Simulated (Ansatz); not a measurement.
# Counterpoise correction, worked out

The pair of F⁻ (SMILES [F-], atom 1) and SiH4O (SMILES [SiH3]O, atoms 2–7), both closed shells, in one local arrangement (a lower one may exist), relaxed at PBE0-D4/def2-TZVPD:

```tsv
atom	x (Å)	y (Å)	z (Å)
F1	0.5316	-0.3318	-1.9576
Si2	0.0584	0.0366	-0.3162
O3	-0.4523	0.5217	1.3334
H4	-0.9571	-1.0893	-0.3818
H5	-0.2719	1.4378	-0.7592
H6	1.4496	-0.3547	0.1472
H7	-0.3581	-0.2204	1.9342
```

Ansatz 0.2.0; basis: def2-TZVPPD; cores frozen in the correlated methods.

MP2 total energies in eV:

| system | geometry | basis functions | energy |
| --- | --- | --- | --- |
| pair | pair | all | -12691.50882 |
| F⁻ | as in the pair | all (partner as ghosts) | -2714.20408 |
| SiH4O | as in the pair | all (partner as ghosts) | -9974.21385 |
| F⁻ | as in the pair | its own | -2714.14478 |
| SiH4O | as in the pair | its own | -9974.18775 |
| F⁻ | free (PBE0-D4 minimum) | its own | -2714.14478 |
| SiH4O | free (PBE0-D4 minimum) | its own | -9975.40505 |

Task: Work out the interaction energy with and without the counterpoise correction, the superposition error, and the binding energy from the relaxed fragments.

Result: Without correction: -12691.50882 − (-2714.14478) − (-9974.18775) = -3.17629 eV.
With correction (each fragment in the whole basis): -12691.50882 − (-2714.20408) − (-9974.21385) = -3.09089 eV = -71.28 kcal/mol.
The superposition error is the difference, 0.08540 eV, 3 % of the uncorrected value: each fragment borrows its partner's functions.
Deformation from the free shapes: 0.00000 eV for F⁻ and 1.21730 eV for SiH4O.
Binding energy from relaxed fragments: -3.09089 + 0.00000 + 1.21730 = -1.87359 eV = -43.21 kcal/mol (electronic, without zero-point energy; negative means bound). The deformation is large: the pair is on the way to a chemical bond or a shared proton. For comparison, the corrected interaction energy by CCSD(T) at an estimated basis limit (MP2 extrapolated from triple and quadruple zeta, plus CCSD(T) − MP2 in triple zeta) is -3.221 eV.

The T1 diagnostic stays at or below 0.023.

For scale, one of the runs: CCSD(T)/def2-TZVPPD, 196 basis functions, launched by `ansatz run in.yaml --threads 2 --pin off --events-out ev --progress --plain --max-ram 5222MiB`. Hardware: 2 CPU threads of an Intel Xeon Platinum 8375C, shared host. Wall time 34 s; peak host memory 2.3 GiB.
